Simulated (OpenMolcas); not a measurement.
# What dynamic correlation does to the levels of W III

```yaml
Program: OpenMolcas
Basis: ANO-RCC-VDZP [7s6p4d2f1g]
Scalar_Hamiltonian: DKH2, point nucleus
Active_space: 4 electrons in 6 orbitals (5d 6s)
State_averaging: 2S+1 = 5 even, 15 roots; 2S+1 = 3 even, 105 roots (95 in the spin-orbit step); 2S+1 = 1 even, 104 roots (84 in the spin-orbit step)
Spin-orbit_coupling: state interaction with AMFI integrals over the reference wave functions, term energies averaged over their components
```

Methods on the same reference wave functions:
A. CASSCF
B. SS-CASPT2, IPEA 0.25 Eh, imaginary shift 0.1 Eh (closed shells correlated: 5s 5p)
C. MS-CASPT2, IPEA 0.25 Eh, imaginary shift 0.1 Eh (closed shells correlated: 5s 5p)

Energies in cm-1 above 5d4 5D0, the measured ground level; measured values from NIST levels as listed in McCann et al., Mon. Not. R. Astron. Soc. 538, 537 (2025).

| Level | A | B | C | Measured |
| --- | --- | --- | --- | --- |
| 5d4 5D0 [62 %] | 0.0 | 0.0 | 0.0 | 0.0 |
| 5d4 5D1 | 2544 | 2870 | 2870 | 2256 |
| 5d4 5D2 | 5122 | 5590 | 5590 | 4461 |
| 5d4 5D3 | 7261 | 7720 | 7720 | 6278 |
| 5d4 5D4 | 8913 | 9240 | 9240 | 7687 |
| 5d3 6s 5F1 | 12085 | 11590 | 11590 | 10969 |
| 5d4 3P0 [56 %] | 12348 | 11830 | 11830 | 9904 |
| 5d3 6s 5F2 | 13817 | 13310 | 13310 | 12427 |
| 5d4 3P1 | 15821 | 15080 | 15080 | 12881 |
| 5d3 6s 5F3 | 16443 | 16030 | 16030 |  |
| 5d4 3F2(1) [68 %] | 17174 | 16340 | 16340 |  |
| 5d3 6s 5F4 | 19266 | 18900 | 18900 |  |
| 5d4 3H5 [63 %] | 19778 | 20040 | 20040 |  |
| 5d4 3P2 [67 %] | 20220 | 19140 | 19140 |  |
| 5d4 3H6 | 21608 | 22100 | 22100 |  |
| 5d3 6s 5F5 [73 %] | 21930 | 21590 | 21590 |  |
| 5d3 6s 5P1 | 26478 | 24780 | 24780 |  |
| 5d4 3D3 [65 %] | 26802 | 25470 | 25470 |  |
| 5d4 3G5 [65 %] | 27286 | 27100 | 27100 |  |
| 5d4 3D1 | 29021 | 27640 | 27640 |  |
| 5d4 1I6 | 30553 | 30920 | 30920 |  |
| 5d3 6s 5P3 | 30762 | 29230 | 29230 |  |
| 5d4 1S0 [57 %] | 33221 | 30730 | 30730 |  |
| 5d3 6s 3G3 [50 %] | 33294 | 31050 | 31050 |  |

Deviations, from unrounded energies. A percentage is the sum of absolute deviations over the sum of measured energies, with the sign that they share, or ± where signs differ.

```csv
Against measurement,Levels,A,B,C
mean absolute deviation (cm-1),8,1400,1300,1300
fine structure of the ground term (%),4,+15.3,+22.9,+22.9
other terms of the ground configuration (%),2,+23.6,+18.1,+18.1
other configurations (%),2,+10.7,+6.4,+6.4
```

B, C lie about equally close to measurement and A furthest from it. The largest miss of B in the table is 5d4 3P1, by +2200 cm-1. The ranking rests on the paired levels alone, and a cruder setting can come out closer through cancelling errors.

Between B and C no level of the table moves by more than 5 cm-1.

The two smallest mean deviations differ by little beside CASPT2's spread within terms, so their order carries little weight.

From A to B the spin-free energies of the other terms of 5d4 shown, above 5D, scale by factors of 0.84 to 0.99.

The lowest spin-free term lies below A's lowest term by 0.186 hartree in B, 0.186 hartree in C.

CASPT2 does not keep the components of a term degenerate, so their means are used; among the terms shown or strongly mixed into the levels shown the widest spread is 450 cm-1 (5d3 6s 5F, C). Some high roots are left out of the spin-orbit mixing, which shifts the levels that they would mix with. Configurations are named by rounded mean occupations; where the s occupation lies near a half they are strongly mixed, a name can repeat and a true partner stay unpaired. A single d shell beside an s shell can misplace configurations of different d count against each other. Without dynamic correlation excited terms often stand tens of per cent too high (terms of higher spin than the ground term too low), and those without a measured partner can miss by more than the paired ones (holds for A). Some terms miss by over 15 % even with CASPT2, which points to a basis or an active space too small for the shells correlated (holds for B; C). Blocks of more than 70 roots (2S+1 = 3 even, 1 even) ran without multistate coupling (holds for C). Computed and measured levels are paired by configuration, term and J; levels that our copy of the source lacks, or whose pairing is in doubt (as where it misses far off the trend of its configuration), stay unpaired and out of the deviations. Only configurations of the active space appear. Levels that lie high or do not pair safely by name in every column are left out.

A share in square brackets marks a mixed level and gives the weight of the term that names it, the lowest over the columns. A number in round brackets counts repeated terms of one configuration in the order of the reference energies.
